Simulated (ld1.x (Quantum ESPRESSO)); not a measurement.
**Transferability test, TM potential for nickel**

* Element: Ni
* Generator: ld1.x (Quantum ESPRESSO) 7.5
* Type: norm-conserving Troullier–Martins (Kleinman–Bylander form)
* Functional: PBEsol
* Relativity: scalar-relativistic
* Frozen core: [Ar]
* Valence charge: 10
* Reference configuration: 3d8 4s1 4p1
* Partial waves: 4s (bound): rc 1.60 bohr; 4p (bound): rc 2.40 bohr; 3d (bound): rc 0.75 bohr
* Local potential: the d channel
* Core correction: a·sin(br)/r model core inside 0.70 bohr

Energies are relative to the spin-unpolarised reference configuration 3d8 4s1 4p1; without spin polarisation the order of configurations can differ from experiment. Not all tests gave a result: 1 of 7 tests not solved or not reliable. Left out of the table: 3d7 4s2 4p0 (solver errors, printed error -18.0 eV). The frozen-core shift is the all-electron ΔE with the core orbitals held at their reference shape minus the fully relaxed ΔE.

| valence configuration | charge | ΔE all-electron (eV) | error AE − PS (meV) | frozen-core shift (meV) |
| --- | --- | --- | --- | --- |
| 3d8 4s2 4p0 | 0 | -4.630 | +0.9 | 0.0 |
| 3d8 4s1 4p0 | +1 | 4.706 | -1.3 | +0.8 |
| 3d8 4s0 4p0 | +2 | 21.967 | -31 | +6.7 |
| 3d7 4s0 4p0 | +3 | 59.404 | -129 | +212 |
| 3d8 4s0 4p1 | +1 | 10.419 | -3.5 | +2.2 |

Task: What are ΔE and the potential's error for 3d9 4s0 4p0?

Result: ΔE = 1.634 eV all-electron; the error (AE − PS) is -175 meV.

Note: ghost states, extra bound levels that the all-electron valence spectrum of the same l lacks: s at -561.1 eV, p at -287.5 eV. A true bound ghost makes a file unfit for plane-wave use.
